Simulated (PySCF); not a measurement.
Exercise with solution: oscillator strength and radiative lifetime

CH₃Si, SMILES C=[SiH] (connectivity only; charge and spin as stated), charge +1, multiplicity 1.

Geometry optimised at r2SCAN-D4/def2-TZVP. The geometry has at least one imaginary mode, so it is a saddle point at that level. The multiplicity is an assumed one; other spin states were not compared. The isomer is the one that the SMILES or the coordinates give; other isomers of the formula were not compared.

PySCF 2.14.0 with TDA-PBE/def2-TZVPD puts the first singlet state with f over 0.02 at 4.03 eV (vertical), with the transition dipole (-0.606, 0.000, 0.000) in atomic units.

Problem. Find the oscillator strength, the wavelength and the radiative lifetime that this transition would have in vacuum if emission retraced absorption.

Solution. 
|μ|² = 0.3672 au, so |μ| = 1.54 D. ΔE = 4.03/27.211 = 0.1481 hartree. f = (2/3) ΔE |μ|² = 0.036 (the program prints 0.036).
λ = 1239.84/4.03 = 308 nm; ν = 32504 cm⁻¹.
Einstein's coefficient A = 0.6670 ν² f s⁻¹ (ν in cm⁻¹) = 2.6e7 s⁻¹, so τ = 1/A = 39 ns. This state is S2; the lower singlet has f = 0.000. The figure is the radiative limit of this one transition; relaxation, internal conversion, crossing to triplets and a medium change what is measured.
